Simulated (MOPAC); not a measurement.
MOPAC input (MNDO):

```
MNDO 1SCF UHF MS=0.5 GEO-OK AUX(PRECISION=9) THREADS=1
C5H11O

C    -1.62763951 1    0.78748399 1    1.15358737 1
C    -1.10086400 1    0.02850108 1   -0.01563071 1
C    -1.66172644 1   -1.32354734 1   -0.29494563 1
C     0.20059786 1    0.42855176 1   -0.62927387 1
C     1.41393602 1   -0.11232585 1    0.13042620 1
O     2.58960968 1    0.33083446 1   -0.54308308 1
H    -2.72024443 1    0.74976401 1    1.19760540 1
H    -1.32159994 1    1.83546252 1    1.12744182 1
H    -1.27062553 1    0.37491387 1    2.11145136 1
H    -2.75377907 1   -1.32706375 1   -0.22745803 1
H    -1.37840719 1   -1.68265710 1   -1.28659737 1
H    -1.31021056 1   -2.07661928 1    0.42927516 1
H     0.26887753 1    0.06523965 1   -1.65905632 1
H     0.29234070 1    1.51833297 1   -0.66198271 1
H     1.39656087 1    0.25491982 1    1.16384785 1
H     1.37293849 1   -1.20803369 1    0.16000844 1
H     3.36144812 1   -0.00291660 1   -0.07485119 1
```

Output:

```
 *******************************************************************************
 **                                                                           **
 **                              MOPAC v23.2.5                                **
 **                                                                           **
 *******************************************************************************
 ** MOPAC's Digital Object Identifier: https://doi.org/10.5281/zenodo.6511958 **
 **                                                                           **
 ** Please cite the open-source release paper for use of this MOPAC version:  **
 ** J. E. Moussa and J. J. P. Stewart (2026)                                  **
 ** MOPAC: An open-source semiempirical molecular orbital program             **
 ** J. Open Source Softw., 11(119), 8025, https://doi.org/10.21105/joss.08025 **
 *******************************************************************************

                              MNDO CALCULATION RESULTS

 *******************************************************************************
 *  MNDO       - The MNDO Hamiltonian to be used
 *  GEO-OK     - OVERRIDE INTERATOMIC DISTANCE AND OTHER SAFETY CHECKS
 *  UHF        - UNRESTRICTED HARTREE-FOCK CALCULATION
 *  MS=        - IN MECI, MAGNETIC COMPONENT OF SPIN =  0.5
 *  1SCF       - DO 1 SCF AND THEN STOP
 *  AUX        - OUTPUT AUXILIARY INFORMATION
 *******************************************************************************
MNDO 1SCF UHF MS=0.5 GEO-OK AUX(PRECISION=9) THREADS=1
 C5H11O

   ATOM   CHEMICAL          X               Y               Z
  NUMBER   SYMBOL      (ANGSTROMS)     (ANGSTROMS)     (ANGSTROMS)

     1       C         -1.62763951  *   0.78748399  *   1.15358737  *
     2       C         -1.10086400  *   0.02850108  *  -0.01563071  *
     3       C         -1.66172644  *  -1.32354734  *  -0.29494563  *
     4       C          0.20059786  *   0.42855176  *  -0.62927387  *
     5       C          1.41393602  *  -0.11232585  *   0.13042620  *
     6       O          2.58960968  *   0.33083446  *  -0.54308308  *
     7       H         -2.72024443  *   0.74976401  *   1.19760540  *
     8       H         -1.32159994  *   1.83546252  *   1.12744182  *
     9       H         -1.27062553  *   0.37491387  *   2.11145136  *
    10       H         -2.75377907  *  -1.32706375  *  -0.22745803  *
    11       H         -1.37840719  *  -1.68265710  *  -1.28659737  *
    12       H         -1.31021056  *  -2.07661928  *   0.42927516  *
    13       H          0.26887753  *   0.06523965  *  -1.65905632  *
    14       H          0.29234070  *   1.51833297  *  -0.66198271  *
    15       H          1.39656087  *   0.25491982  *   1.16384785  *
    16       H          1.37293849  *  -1.20803369  *   0.16000844  *
    17       H          3.36144812  *  -0.00291660  *  -0.07485119  *

          CARTESIAN COORDINATES

    NO.       ATOM           X           Y           Z

     1         C         -1.6276      0.7875      1.1536
     2         C         -1.1009      0.0285     -0.0156
     3         C         -1.6617     -1.3235     -0.2949
     4         C          0.2006      0.4286     -0.6293
     5         C          1.4139     -0.1123      0.1304
     6         O          2.5896      0.3308     -0.5431
     7         H         -2.7202      0.7498      1.1976
     8         H         -1.3216      1.8355      1.1274
     9         H         -1.2706      0.3749      2.1115
    10         H         -2.7538     -1.3271     -0.2275
    11         H         -1.3784     -1.6827     -1.2866
    12         H         -1.3102     -2.0766      0.4293
    13         H          0.2689      0.0652     -1.6591
    14         H          0.2923      1.5183     -0.6620
    15         H          1.3966      0.2549      1.1638
    16         H          1.3729     -1.2080      0.1600
    17         H          3.3614     -0.0029     -0.0749

  H: (MNDO): M.J.S. DEWAR, W. THIEL, J. AM. CHEM. SOC., 99, 4899, (1977)
  C: (MNDO): M.J.S. DEWAR, W. THIEL, J. AM. CHEM. SOC., 99, 4899, (1977)
  O: (MNDO): M.J.S. DEWAR, W. THIEL, J. AM. CHEM. SOC., 99, 4899, (1977)

           Empirical Formula: C5 H11 O  =    17 atoms

      MOLECULAR POINT GROUP   :   Cs

          UHF CALCULATION, NO. OF ALPHA ELECTRONS =   19
                           NO. OF BETA  ELECTRONS =   18

 -------------------------------------------------------------------------------
 MNDO 1SCF UHF MS=0.5 GEO-OK AUX(PRECISION=9) THREADS=1
 C5H11O

     1SCF WAS SPECIFIED, SO BFGS WAS NOT USED
     SCF FIELD WAS ACHIEVED

                              MNDO CALCULATION
                                                       MOPAC v23.2.5 Linux

          FINAL HEAT OF FORMATION =        -52.48051 KCAL/MOL =    -219.57847 KJ/MOL

          COSMO AREA              =        141.39 SQUARE ANGSTROMS
          COSMO VOLUME            =        132.70 CUBIC ANGSTROMS

          IONIZATION POTENTIAL    =          9.419429 EV
          ALPHA SOMO LUMO (EV)    =         -9.419  3.532
          BETA  SOMO LUMO (EV)    =        -11.426  0.550
          NO. OF ALPHA ELECTRONS  =         19
          NO. OF BETA  ELECTRONS  =         18
          MOLECULAR WEIGHT        =         87.1413         POINT GROUP:  Cs

          MOLECULAR DIMENSIONS (Angstroms)

            Atom       Atom       Distance
            H    17    H     7     6.25881
            H     8    H    11     4.17979
            H    13    H    12     2.75882

          SCF CALCULATIONS        =          1

   ATOM   CHEMICAL          X               Y               Z
  NUMBER   SYMBOL      (ANGSTROMS)     (ANGSTROMS)     (ANGSTROMS)

     1       C         -1.62763951  *   0.78748399  *   1.15358737  *
     2       C         -1.10086400  *   0.02850108  *  -0.01563071  *
     3       C         -1.66172644  *  -1.32354734  *  -0.29494563  *
     4       C          0.20059786  *   0.42855176  *  -0.62927387  *
     5       C          1.41393602  *  -0.11232585  *   0.13042620  *
     6       O          2.58960968  *   0.33083446  *  -0.54308308  *
     7       H         -2.72024443  *   0.74976401  *   1.19760540  *
     8       H         -1.32159994  *   1.83546252  *   1.12744182  *
     9       H         -1.27062553  *   0.37491387  *   2.11145136  *
    10       H         -2.75377907  *  -1.32706375  *  -0.22745803  *
    11       H         -1.37840719  *  -1.68265710  *  -1.28659737  *
    12       H         -1.31021056  *  -2.07661928  *   0.42927516  *
    13       H          0.26887753  *   0.06523965  *  -1.65905632  *
    14       H          0.29234070  *   1.51833297  *  -0.66198271  *
    15       H          1.39656087  *   0.25491982  *   1.16384785  *
    16       H          1.37293849  *  -1.20803369  *   0.16000844  *
    17       H          3.36144812  *  -0.00291660  *  -0.07485119  *

                             CARTESIAN COORDINATES

   1    C       -1.627639510     0.787483990     1.153587370
   2    C       -1.100864000     0.028501080    -0.015630710
   3    C       -1.661726440    -1.323547340    -0.294945630
   4    C        0.200597860     0.428551760    -0.629273870
   5    C        1.413936020    -0.112325850     0.130426200
   6    O        2.589609680     0.330834460    -0.543083080
   7    H       -2.720244430     0.749764010     1.197605400
   8    H       -1.321599940     1.835462520     1.127441820
   9    H       -1.270625530     0.374913870     2.111451360
  10    H       -2.753779070    -1.327063750    -0.227458030
  11    H       -1.378407190    -1.682657100    -1.286597370
  12    H       -1.310210560    -2.076619280     0.429275160
  13    H        0.268877530     0.065239650    -1.659056320
  14    H        0.292340700     1.518332970    -0.661982710
  15    H        1.396560870     0.254919820     1.163847850
  16    H        1.372938490    -1.208033690     0.160008440
  17    H        3.361448120    -0.002916600    -0.074851190

           Empirical Formula: C5 H11 O  =    17 atoms

      MOLECULAR POINT GROUP   :   Cs

          ALPHA EIGENVALUES
 -42.28358 -38.93086 -31.75777 -29.89612 -24.83051 -20.28781 -18.31923 -16.35218
 -15.37243 -15.16612 -14.76779 -14.42557 -13.75516 -13.29785 -12.80498 -12.69866
 -12.67060 -11.42786  -9.41943   3.53152   3.57544   3.82905   4.00069   4.09642
   4.24736   4.37781   4.46542   4.74062   4.82249   4.86266   4.98883   5.61173
   5.94596   6.00116   6.45656

           BETA EIGENVALUES
 -42.18707 -38.35811 -31.73157 -29.92382 -24.66030 -19.71324 -18.18125 -16.32291
 -15.09892 -14.99365 -14.65680 -14.28196 -13.66337 -13.28786 -12.70013 -12.58029
 -12.56294 -11.42585   0.55043   3.55656   3.68286   3.87866   4.05974   4.12799
   4.46659   4.47758   4.52378   4.92237   4.94660   5.02611   5.42466   5.72788
   6.09704   6.15008   6.48010

              NET ATOMIC CHARGES AND DIPOLE CONTRIBUTIONS

  ATOM NO.   TYPE          CHARGE      No. of ELECS.   s-Pop       p-Pop
    1          C           0.073941        3.9261     1.19991     2.72615
    2          C          -0.188736        4.1887     1.26068     2.92806
    3          C           0.073941        3.9261     1.19991     2.72615
    4          C           0.032160        3.9678     1.19665     2.77119
    5          C           0.152146        3.8479     1.21592     2.63193
    6          O          -0.323921        6.3239     1.83346     4.49046
    7          H          -0.001456        1.0015     1.00146
    8          H          -0.001915        1.0019     1.00191
    9          H          -0.003585        1.0036     1.00359
   10          H          -0.001456        1.0015     1.00146
   11          H          -0.001915        1.0019     1.00191
   12          H          -0.003585        1.0036     1.00359
   13          H           0.021494        0.9785     0.97851
   14          H           0.021494        0.9785     0.97851
   15          H          -0.011518        1.0115     1.01152
   16          H          -0.011518        1.0115     1.01152
   17          H           0.174428        0.8256     0.82557
 DIPOLE           X         Y         Z       TOTAL
 POINT-CHG.    -0.307    -0.501     0.738     0.943
 HYBRID         0.308    -0.454     0.654     0.853
 SUM            0.002    -0.955     1.391     1.687

          ATOMIC ORBITAL ELECTRON POPULATIONS

     Atom    s        px        py        pz
    1  C   1.19991   0.91931   0.91389   0.89296
    2  C   1.26068   0.97162   0.97177   0.98466
    3  C   1.19991   0.91881   0.88789   0.91945
    4  C   1.19665   0.88923   0.94464   0.93732
    5  C   1.21592   0.84709   0.89784   0.88700
    6  O   1.83346   1.11811   1.78897   1.58338
    7  H   1.00146
    8  H   1.00191
    9  H   1.00359
   10  H   1.00146
   11  H   1.00191
   12  H   1.00359
   13  H   0.97851
   14  H   0.97851
   15  H   1.01152
   16  H   1.01152
   17  H   0.82557

                    (SZ)    =    0.500000
                    (S**2)  =    0.760401

          ATOMIC ORBITAL SPIN POPULATIONS

    Atom   Total    s     px     py     pz
         Atomic
    1  C -0.0826 -0.008 -0.016 -0.019 -0.039
    2  C  1.0564  0.063  0.311  0.240  0.442
    3  C -0.0826 -0.008 -0.017 -0.043 -0.015
    4  C -0.0784 -0.008 -0.039 -0.012 -0.019
    5  C  0.0412  0.007  0.016  0.007  0.011
    6  O -0.0018  0.000 -0.001 -0.000 -0.001
    7  H  0.0148  0.015
    8  H  0.0080  0.008
    9  H  0.0422  0.042
   10  H  0.0148  0.015
   11  H  0.0080  0.008
   12  H  0.0422  0.042
   13  H  0.0105  0.010
   14  H  0.0105  0.010
   15  H -0.0021 -0.002
   16  H -0.0021 -0.002
   17  H  0.0012  0.001

 **********************
 *                    *
 * JOB ENDED NORMALLY *
 *                    *
 **********************

 == MOPAC DONE ==
```

The geometry given is a B3LYP-D3(BJ)/def2-TZVP minimum.
